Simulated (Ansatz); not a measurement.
A structure drawn as `[O][InH][F]`, with this starting geometry:

```xyz
4

O    -0.547    1.031   -1.537
In    0.003   -0.007    0.146
F    -0.695   -1.737    0.551
H     1.239    0.713    0.840
```

Charge 0, multiplicity 2. In: def2 effective core potential.

(1) Relax it with Ansatz at PBE-D4/def2-SVP and then PBE0-D4/def2-TZVP. Is the drawn bonding still there?

(2) Give the relaxed structure. (Estimate.)

Atoms count as bonded under 1.1 times the sum of their covalent radii (H–H under 0.85 Å, pairs among N, O and F under 1.55 Å), and a drawn bond as lost past 1.3 times.

Results:

(1) Yes, every drawn bond is still there and no new one forms.

(2) Ansatz gave: 
Z-matrix (Å, degrees):
```
In
O 1 1.992
F 1 1.943 2 107.0
H 1 1.685 2 131.3 3 180.0
```
All modes are real.
